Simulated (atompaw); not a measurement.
LDA (PW92) PAW (atompaw) dataset for neodymium, non-relativistic all-electron reference.

atompaw 4.2.0.5 was run on this input:

```
Nd 60
LDA-PW loggrid 2001 logderivrange -6 5 276
6 6 5 4 0 0
6 0 0
6 1 0
5 2 1
4 3 3
0 0 0
c
c
c
c
v
v
c
c
c
v
v
c
c
v
c
2
3.00 2.85 2.00 2.95
n
n
y
0.45
n
bloechl sinc
3 0 troulliermartins
PWSCFOUT
UPFDX 0.0125d0 UPFXMIN -7.d0 UPFZMESH 60.d0
END
```

Command:

```bash
atompaw < Nd.input > Nd.log
```

Output (summary file):

```
[... start of the log left out ...]

 Radial integration grid is logarithmic
 r0 =   1.1230283E-04 h =   6.7381698E-03   n =      2001 rmax =   8.0000000E+01

 Non-relativistic calculation

 SCatom converged in   1 iterations
   nz     =  60.00
   delta  =       2.494675474807E-19

 Valence Electron Orbital energies:
  n  l      occupancy      energy
   5  0      2.0000000E+00 -3.8473830E+00
   6  0      0.0000000E+00 -9.9637882E-01
   5  1      6.0000000E+00 -2.7287706E+00
   6  1      0.0000000E+00 -7.4426223E-01
   5  2      1.0000000E+00 -1.1520780E+00

 Total energy
   Total                    :   -18558.97230012185173
   Valence                  :     -468.19982092712274

 PAW parameters:
       lmax =            2
         rc =    3.0056744871783279
        irc =         1514
   rc_shape =    2.8671915733747548
    rc_vloc =    2.0061013173732816
    rc_core =    2.9654392049079568

iter nodes cp cpmin cpmax 999 0 -4.3543315E+01 -1.0000000E+02 -4.2963982E+01
iter nodes del 999 0 774.71987257969658
bsolv iter cp 1000 -43.380621149465910
iter nodes cp cpmin cpmax 1000 0 -4.3380621E+01 -1.0000000E+02 -4.2963982E+01
iter nodes del 1000 0 769.56821243727791
terminating projector 1000
```

The run stopped because the iteration for the Blöchl projector did not settle.

The run took about 0.52 s on one core of a shared server CPU.
